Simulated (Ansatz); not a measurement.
Basis sets compared for (NaCl)2 ring (Na₂Cl₂). The state is a singlet with charge 0. Geometry B3LYP-D4/def2-TZVP. Ansatz on 4 threads of Intel Xeon on a shared host; times are rough, and most runs start from earlier orbitals.

```xyz
4

Na    0.008   -1.581   -0.098
Cl    0.229    0.123   -1.963
Na   -0.008    1.581    0.098
Cl   -0.229   -0.123    1.963
```

| level | functions | energy (Eh) | HOMO (eV) | LUMO (eV) | wall time |
| --- | --- | --- | --- | --- | --- |
| HF/STO-3G | 36 | -1229.1602 | -6.86 | 11.82 | 0.5 s |
| HF/6-31G | 52 | -1242.8610 | -10.62 | 0.28 | 0.86 s |
| PBE-D4/def2-SVP | 66 | -1244.1791 | -5.70 | -1.47 | 1.5 s |
| PBE0-D4/def2-SVP | 66 | -1244.2923 | -7.08 | -0.91 | 1.8 s |

Task: Estimate the rows for HF/def2-TZVP, PBE-D4/def2-TZVP, PBE0-D4/def2-TZVP.

Result: 
```tsv
level	functions	energy (Eh)	HOMO (eV)	LUMO (eV)	wall time
HF/def2-TZVP	138	-1242.9540	-10.58	0.30	2.4 s
PBE-D4/def2-TZVP	138	-1244.6147	-6.03	-1.55	2.1 s
PBE0-D4/def2-TZVP	138	-1244.7214	-7.38	-0.98	3.1 s
```
